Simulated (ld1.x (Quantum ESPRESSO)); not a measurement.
**platinum (Pt): one change to a TM potential, before and after**

* Element: Pt
* Generator: ld1.x (Quantum ESPRESSO) 7.5
* Type: norm-conserving Troullier–Martins (Kleinman–Bylander form)
* Functional: PW91
* Relativity: scalar-relativistic
* Frozen core: [Xe] 4f14
* Valence charge: 10
* Reference configuration: 5d8 6s0 6p0 (charge +2)
* Partial waves: 6p (bound, empty): rc 2.70 bohr; 5d (bound): rc 1.85 bohr; 6s (bound, empty): rc 2.40 bohr
* Local potential: the s channel
* Core correction: Bessel-smoothed model core, default radius (core density twice the valence density)

Change: wave 6s (bound): rc 2.40 bohr becomes 6s (bound): rc 2.68 bohr.

Cutoffs: the cutoffs (Ry, on a coarse ladder) from which the occupation-weighted sum of valence levels, in a spherical-Bessel basis at the reference potential, stays within 10 and 1 mRy of its value at 400 Ry; they do not see the model core or the augmentation charge, which bear on the density cutoff. Errors are all-electron minus pseudo energies relative to the spin-unpolarised reference configuration.

**Question.** How do hardness, ghosts and transferability respond?

**Answer.** The potential gets neither clearly harder nor softer (40 Ry and 50 Ry → 40 Ry and 50 Ry); of the 7 tests that both files solve, the error grows in 0 and shrinks in 2 by more than 15 % and 0.3 meV (median size 62.2 → 59.2 meV); neither file shows a bound ghost.

```tsv
quantity	base	changed
cutoff, loose	40 Ry	40 Ry
cutoff, tight	50 Ry	50 Ry
bound ghosts	none	none
error for 5d9 6s1 6p0, meV [ΔE -29.31 eV]	-53	-48
error for 5d9 6s0 6p0, meV [ΔE -20.04 eV]	-75	-71
error for 5d7 6s0 6p0, meV [ΔE 32.30 eV]	-137	-135
error for 5d9 6s0.5 6p0, meV [ΔE -25.58 eV]	-62	-59
error for 5d8 6s1 6p1, meV [ΔE -22.73 eV]	-13	-7.9
error for 5d8 6s2 6p0, meV [ΔE -28.32 eV]	-33	-22
error for 5d6 6s0 6p0, meV [ΔE 78.03 eV]	-635	-630
s: phases at 2.97 bohr within 0.05 rad from the reference energy up to (Ry; the scan ends near 5)	1.0	0.6
p: phases at 2.97 bohr within 0.05 rad from the reference energy up to (Ry; the scan ends near 5)	1.7	1.6
d: phases at 2.97 bohr within 0.05 rad from the reference energy up to (Ry; the scan ends near 5)	-0.2	-0.2
```
